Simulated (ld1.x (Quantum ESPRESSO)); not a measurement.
Ag (Z = 47), PAW: configuration errors across variants

```json
{
 "Element": "Ag",
 "Generator": "ld1.x (Quantum ESPRESSO) 7.5",
 "Type": "PAW",
 "Functional": "LDA (PZ)",
 "Relativity": "scalar-relativistic",
 "Frozen core": "[Kr]",
 "Valence charge": "11",
 "Reference configuration": "4d10 5s1 5p0",
 "Partial waves": "5s (bound): rcut 2.00, rcutus 2.75 bohr; 5s channel at 1.4 Ry: rcut 2.00, rcutus 2.75 bohr; 5p (bound, empty): rcut 2.40, rcutus 2.55 bohr; 5p channel at 1.55 Ry: rcut 2.40, rcutus 2.55 bohr; 4d (bound): rcut 1.10, rcutus 1.50 bohr; 4d channel at -0.1 Ry: rcut 1.10, rcutus 1.50 bohr",
 "Local potential": "all-electron potential smoothed inside 2.55 bohr (lloc = -2)",
 "Core correction": "Bessel-smoothed model core inside 1.45 bohr",
 "Augmentation charge": "GAUSS, radius 1.25 bohr"
}
```

All-electron excitation energies from the reference (eV): (1) 4d10 5s0 5p0 8.102; (2) 4d9 5s0 5p0 30.485; (3) 4d8 5s0 5p0 66.919; (4) 4d7 5s0 5p0 118.846; (5) 4d9 5s1 5p1 8.572; (6) 4d9 5s2 5p0 3.961; (7) 4d10 5s0.5 5p0 3.186; (8) 4d10 5s1 5p0 spin -0.149; (9) 4d9 5s0 5p0 spin 30.325.

Spin tests fill each open shell by Hund’s rule, majority spin first.

Tests that are not counted but printed errors over 1 eV. “all radii but the core radius scaled by about 0.87 (s 2.40, p 2.22, d 1.30 bohr, rcut 1.74/2.10/0.96); local potential all-electron potential smoothed inside 2.22 bohr (lloc = -2); augmentation GAUSS, radius 1.08 bohr”: 4d9 5s1 5p1 (solver errors, printed error -2.6 eV).

1 further variants failed, have other tests or too few solved ones, and are left out.

Errors AE − PS in meV (a dash: test not solved or not reliable):

```tsv
change	(1)	(2)	(3)	(4)	(5)	(6)	(7)	(8)	(9)	bound ghosts
base	-1.2	-55	-340	-1058	-39	-23	-0.4	-0.1	-55	none
all radii but the core radius scaled by about 0.87 (s 2.40, p 2.22, d 1.30 bohr, rcut 1.74/2.10/0.96); local potential all-electron potential smoothed inside 2.22 bohr (lloc = -2); augmentation GAUSS, radius 1.08 bohr	-2.5	-53	-324	-1007	–	–	–	–	–	none
all radii but the core radius scaled by about 1.16 (s 3.18, p 2.96, d 1.74 bohr, rcut 2.32/2.78/1.28); local potential all-electron potential smoothed inside 2.96 bohr (lloc = -2); augmentation GAUSS, radius 1.44 bohr	+1.7	-62	-388	-1198	-36	+3.3	+0.6	0.0	-62	none
all radii but the core radius scaled by about 1.21 (s 3.34, p 3.10, d 1.82 bohr, rcut 2.44/2.92/1.34); local potential all-electron potential smoothed inside 3.10 bohr (lloc = -2); augmentation GAUSS, radius 1.52 bohr	+2.2	-67	-414	-1274	-37	+8.4	+0.9	0.0	-67	none
```

Question: Give the same row for: all radii but the core radius scaled by about 1.36 (s 3.76, p 3.48, d 2.04 bohr, rcut 2.72/3.28/1.50); local potential all-electron potential smoothed inside 3.48 bohr (lloc = -2); augmentation GAUSS, radius 1.70 bohr.

Answer: +1.8, -83, -505, -1528, -43, +8.5, +1.2, 0.0, -83; bound ghosts: none.
